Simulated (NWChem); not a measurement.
# Correlation energy of H$_{3}$B

SMILES: B
```xyz
4

B      0.0000     0.0000     0.0000
H      0.0000     0.0000     1.2044
H     -1.0430     0.0000    -0.6022
H      1.0430     0.0000    -0.6022
```
Charge 0, spin multiplicity 1.

The numbers come from NWChem runs, not from measurements. All single points use one geometry, from B3LYP/def2-SVP, a minimum by its harmonic frequencies.

Basis set: def2-QZVP. Each correlation energy counts from its own Hartree-Fock reference.

The correlated methods keep 1 core orbital frozen. The structure started from a generated list of species. Coupled-cluster values serve here as a point of comparison, not as the truth.

```
method        correlation energy (mHa)
------------  ------------------------
MP2                                  ?
SCS-MP2                              ?
CR-CCSD[T]                      -142.7
CR-CCSD(T)                      -142.6
CCSD                                 ?
CCSD+T(CCSD)                    -142.9
CCSD(T)                         -142.9
```

Fill in the missing entries.


- MP2, correlation energy (mHa): -120.0
- SCS-MP2, correlation energy (mHa): -133.9
- CCSD, correlation energy (mHa): -140.1
